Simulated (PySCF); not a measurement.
All values below come from PySCF with PBE-D3(BJ)/def2-TZVP // BP86-D3(BJ)/def2-SVP. Gas-phase values, no solvent. One relaxed conformer stands for a flexible species; it need not be the lowest. 

Reference species: [W(Cl)4(OH)2] (neutral, multiplicity 1).

```
Item                                                           Result
------------------------------------------------------------  -------
coordination number                                                 6
mean distance from the central atom to its bonded neighbours  2.185 Å
```

Changed species: [W(Cl)2(OH)4] (4 of 6 Cl replaced by OH; the reference has 2 of 6 Cl replaced by OH).

Task: What does the change do to the coordination number and mean distance from the central atom to its bonded neighbours?

Result: the coordination number stays essentially unchanged; the mean distance from the central atom to its bonded neighbours falls by 0.121 Å, to 2.064 Å.
